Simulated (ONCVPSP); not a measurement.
# Before and after: ONCV potential for aluminium (Al)

ONCVPSP 4.0.1 input, shortened (lines: element, Z, core and valence counts, functional; n l f; lmax; l rc ep ncon nbas qcut; lloc lpopt rc5 dvloc0; l nproj debl; icmod fcfact rcfact), PBE, scalar-relativistic:

```
  Al 13.00    3    2        4      upf
    1    0    2.00
    2    0    2.00
    2    1    6.00
    3    0    2.00
    3    1    1.00
    2
    0    1.95    0.00    3    7    4.00
    1    2.00    0.00    4    8    3.70
    2    1.75    0.46    4    8    5.60
    4    4    1.35    2.00
    0    1    2.00
    1    1    1.00
    2    1    2.40
    3    3.75    1.30
```

Change: core correction Teter function, fcfact 2.1, rcfact 1.3.

Cutoffs: the cutoffs (Ha) at which the residual kinetic energy of the hardest occupied pseudo-wave falls to 1 and 0.1 mHa per electron; they do not see the model core or the augmentation charge, which bear on the density cutoff. Errors are all-electron minus pseudo energies relative to the spin-unpolarised reference configuration.

Question: What does the change do?

Answer: The potential gets neither clearly harder nor softer (5.6 Ha and 7.3 Ha → 5.6 Ha and 7.3 Ha); of the 4 tests that both files solve, the error grows in 1 and shrinks in 2 by more than 15 % and 0.3 meV (median size 4.2 → 6.1 meV); neither file shows a bound ghost. A model core, the more so a compact one, raises the density cutoff, which this test does not measure.

```csv
quantity,base,changed
"cutoff, loose",5.6 Ha,5.6 Ha
"cutoff, tight",7.3 Ha,7.3 Ha
bound ghosts,none,none
GHOST(+) flags under 300 eV,none,none
"error for 3s2 3p0, meV [ΔE 5.76 eV]",+1.1,-0.8
"error for 3s1 3p0, meV [ΔE 24.99 eV]",+28,+16
"error for 3s2 3p0.5, meV [ΔE 2.09 eV]",+0.2,-0.1
"error for 3s0 3p3, meV [ΔE 10.45 eV]",+7.4,+11
s: phases at 1.99 bohr within 0.05 rad from the reference energy up to (Ha; the scan ends near 5),1.2,1.2
p: phases at 2.03 bohr within 0.05 rad from the reference energy up to (Ha; the scan ends near 5),1.7,1.7
d: phases at 1.77 bohr within 0.05 rad from the reference energy up to (Ha; the scan ends near 5),3.6,3.6
"rms error of d²Exc/dni dnj with the model core, mHa",0.40,0.54
```
